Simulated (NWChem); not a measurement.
Species: CH$_{5}$BFNO; SMILES B(NC)(O)F

```xyz
10

B     -0.0010     0.5968    -0.0002
F     -0.7917     1.6918    -0.0005
N     -0.6320    -0.6754     0.0001
C     -0.0121    -1.9790     0.0008
H     -1.6533    -0.6808     0.0002
H     -0.2766    -2.5851    -0.8952
H     -0.2715    -2.5820     0.9004
H      1.0934    -1.8796    -0.0027
O      1.3527     0.8218    -0.0001
H      1.8715     0.0004     0.0000
```
Atoms are numbered in this order, from 1.

Computed with NWChem. Pople sets run with spherical d functions. Coordinates come from a PBE-D3(BJ)/def2-SVP optimisation. B3LYP is NWChem's, with the RPA form of VWN correlation. Atomic charges in e: unrestrained fits to the electrostatic potential beside Mulliken populations; buried atoms are poorly determined by the fit.

For level B3LYP/def2-SVP:

```yaml
ESP B1: 0.71
Mulliken B1: 0.07
Mulliken F2: -0.16
ESP N3: -0.67
Mulliken N3: -0.19
Mulliken C4: 0.09
ESP O9: -0.65
Mulliken O9: -0.16
```

Question: Estimate the same quantities for level Hartree-Fock/6-31G*.

Answer: 
| Item | Result |
|---|---|
| ESP B1 | 0.92 |
| Mulliken B1 | 0.96 |
| Mulliken F2 | -0.43 |
| ESP N3 | -0.85 |
| Mulliken N3 | -0.82 |
| Mulliken C4 | -0.27 |
| ESP O9 | -0.76 |
| Mulliken O9 | -0.76 |
